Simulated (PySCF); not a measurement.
# Ionisation energy of P⁴⁺ by level of theory

P⁴⁺ [Ne] 3s1 [3s1/2^1, M_J = 1/2] → P⁵⁺ [Ne], as a difference of total energies. All numbers are calculated (PySCF 2.14, the two-component X2C-1e Hamiltonian, in an uncontracted even-tempered set (20 s from 0.14 bohr⁻², ratio 2.4; 13 p from 0.18 bohr⁻², ratio 2.4; 5 d from 0.77 bohr⁻², ratio 2.6; 5 f from 1.2 bohr⁻², ratio 2.6)). Correlated levels: 1s2 frozen; the 52 highest virtual spinors dropped. "Screened" scales the spin-orbit matrix elements by Boettger's factors to mimic the two-electron term; Breit and QED terms are absent.

```csv
method,ionisation energy (eV)
GHF (screened spin-orbit),64.580
GMP2 (screened spin-orbit),64.996
```

How much does correlation contribute at GMP2 (screened spin-orbit)?

64.996 − (64.580) = 0.416 eV, measured against GHF (screened spin-orbit).

For comparison: 65.025 eV (measured; NIST Atomic Spectra Database, ionization energies).
